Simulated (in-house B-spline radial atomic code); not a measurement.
**Nb⁵⁺: [Ar] 3d10 4s1 4p6 (6g7/2)1 (an excited or competing configuration)**

Level of theory: Dirac-Hartree-Fock, average of the jj configuration, Fermi nucleus of rms radius 4.324 fm; calculated with an all-electron radial atomic-structure program (B-spline basis).

Z_r = [3n² - l(l+1)]/(2<r>); Z_e = n√(-2ε); the last column is Slater's effective charge. Values are occupation-weighted means over j. An effective charge above Z reflects the relativistic contraction of the inner shells.

```
shell  electrons   ε (eV)  <r> (bohr)    Z_r    Z_e  Slater
   1s          2   -19185     0.03608  41.57  37.55   40.70
   2s          2  -2829.1      0.1574  38.13  28.84   36.85
   2p          6  -2530.1      0.1376  36.33  27.27   36.85
   3s          2  -572.34      0.4402  30.67  19.46   29.75
   3p          6  -471.98      0.4421  28.27  17.67   29.75
   3d         10  -306.59      0.4301  24.41  14.24   19.85
   4s          1   -149.3       1.108  21.66  13.25   13.60
   4p          6  -114.93       1.207  19.06  11.63   13.60
   6g          1  -13.666       7.271   6.05   6.01       -
```

The least bound orbital is 6g7/2 at -13.67 eV, and it is also the most diffuse (<r> = 7.271 bohr). The part-filled 4s shell lies below the filled 4p shell in orbital energy.

For the 1s electron the small component carries 2.23 % of the norm, the zero-frequency Breit interaction raises the level by 35.83 eV, self-energy by 19.49 eV, and vacuum polarisation lowers it by 2.213 eV.
